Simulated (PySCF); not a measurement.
CH3ClOSe. Atoms are numbered in the order given.

```xyz
7

Se    -0.0118    -0.2906     0.6905
Cl    -1.2549     1.2533    -0.2526
O      1.3859    -0.3185    -0.4025
C      1.1937    -0.9347    -1.6615
H      0.4886    -0.3547    -2.2797
H      2.1773    -0.9445    -2.1529
H      0.8208    -1.9678    -1.5624
```
Charge 0, spin multiplicity 1.

Coordinates come from a PBE0-D3(BJ)/def2-SVP optimisation. Other conformers were not sampled.

Calculation: M06-2X/def2-TZVP in PySCF.

The molecule is in vacuum.

Computed frontier levels, gap, dipole moment and polarisability:
```json
{
  "highest_occupied_level": "-7.98 eV",
  "lowest_empty_level": "-1.10 eV",
  "orbital_gap": "6.89 eV",
  "dipole_moment": "1.83 D",
  "quadrupole, principal values (traceless, Buckingham form, about the centre of nuclear charge)": "-5.45, -0.52, 5.97 D·Å",
  "mean_static_polarisability": "53.8 bohr³ (7.98 Å³)",
  "polarisability_principal_values": "38.7, 53.6, 69.2 bohr³"
}
```
